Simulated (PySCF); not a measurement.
# TlGe: energy against distance

Set-up: PySCF, scalar-relativistic core potentials, basis sets Tl def2-SVP with ECP60, Ge def2-SVP. Energies in eV from Tl + Ge in their ground configurations at the same level. State: ⁴Σ⁻ (quartet), unpaired electrons σ ↑, π ↑↑.

| R (Å) | PBE | r²SCAN0 |
| --- | --- | --- |
| 2.356 | -1.663 | -1.636 |
| 2.465 | -2.000 | -1.938 |
| 2.575 | -2.185 | -2.093 |
| 2.657 | -2.254 | -2.141 |
| 2.739 | -2.280 | -2.146 |
| 2.821 | -2.273 | -2.120 |
| 2.931 | -2.228 | -2.050 |
| 3.068 | -2.132 | -1.926 |
| 3.232 | -1.985 | -1.748 |
| 3.451 | -1.766 | -1.491 |

Problem. Put a parabola through the three lowest points of the PBE curve and estimate Re, k and ωe (reduced mass 54.33 u; 1 eV/Å² = 0.16022 mdyn/Å; ωe = 1302.8·√(k/μ) cm⁻¹).

Solution. Through R = 2.657, 2.739, 2.821 Å the second-order coefficient is 2.45 eV/Å², so Re ≈ 2.763 Å, k ≈ 0.786 mdyn/Å and ωe ≈ 157 cm⁻¹. A polynomial fit of higher order to the unrounded PBE energies gives Re = 2.760 Å, k = 0.709 mdyn/Å, ωe = 149 cm⁻¹; anharmonicity and rounding make the difference.

The higher-order fit for each curve: PBE: Re = 2.760 Å, ωe = 149 cm⁻¹, De = 2.28 eV; r²SCAN0: Re = 2.709 Å, ωe = 161 cm⁻¹, De = 2.15 eV.

These are scalar-relativistic numbers at best; spin–orbit coupling would shift them, the dissociation energy most. The state is the lowest determinant that a PBE0 search found; another state may lie lower at other levels.
